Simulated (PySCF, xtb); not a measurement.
CH5NOPb, SMILES [O]([Pb][NH2])C (connectivity only; charge and spin as stated), neutral, multiplicity 1.

xtb 6.7.1 with GFN2-xTB at its own geometry gives an orbital gap of 3.02 eV and a dipole moment of 3.68 D.

The structure is a stationary point at PBE0-D3(BJ)/def2-SVP. The def2 effective core potentials stand for the cores of Pb; spin–orbit coupling is left out. One conformer was computed; it need not be the lowest.

What does ωB97X/def2-TZVP in PySCF give? (An estimate is asked for; the answer gives what the named calculation found.)

gap 9.22 eV (levels -9.20 and 0.02 eV), dipole 2.53 D.
